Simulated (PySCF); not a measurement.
IrSCl₂: from structure and modes to constants

Level of theory: UB3LYP in PySCF with Ir def2-SVP with ECP60, S def2-SVP, Cl def2-SVP; scalar-relativistic core potentials, no spin–orbit coupling; density-fitted integrals.

The doublet minimum has C2v symmetry. Masses (u): Ir 192.96292, S 31.97207, Cl 34.96885.

```xyz
4
charge 0 multiplicity 2, angstrom
Ir    0.0000    0.0000   -0.0155
S     0.0000    0.0000   -2.0735
Cl   -1.9884    0.0000    0.9901
Cl    1.9884    0.0000    0.9901
```

Harmonic wavenumbers (cm⁻¹): 86.0 (b1, ×1), 106.8 (a1, ×1), 125.7 (b2, ×1), 389.9 (a1, ×1), 401.8 (b2, ×1), 557.2 (a1, ×1).

Question: Find the principal moments of inertia and the rotational constants. What kind of rotor is it?

Answer: About the centre of mass I = 206.07, 276.5, 482.57 u Å². With B = 16.8576/I this gives 0.0818, 0.06097, 0.03493 cm⁻¹. The molecule is an asymmetric top with κ = 0.11.

Question: Find the vibrational entropy and heat capacity at 298.15 K.

Answer: With u = 1.43878 ω/T, each mode gives S = R[u/(eᵘ−1) − ln(1−e⁻ᵘ)] and C = R u² eᵘ/(eᵘ−1)².
| ω (cm⁻¹) | u | S (J/(mol K)) | C (J/(mol K)) |
| --- | --- | --- | --- |
| 86.0 | 0.415 | 15.68 | 8.20 |
| 106.8 | 0.515 | 13.92 | 8.13 |
| 125.7 | 0.607 | 12.60 | 8.06 |
| 389.9 | 1.881 | 4.19 | 6.24 |
| 401.8 | 1.939 | 4.00 | 6.14 |
| 557.2 | 2.689 | 2.22 | 4.70 |
The sums over all modes are S = 52.6 and C = 41.5 J/(mol K); the softest mode gives 30 % of the entropy.

Other isomers or separated fragments may lie lower. Open d and f shells are described by one determinant, and the ground state may have another occupation or spin. No spin–orbit coupling is included, which matters more the heavier the element.
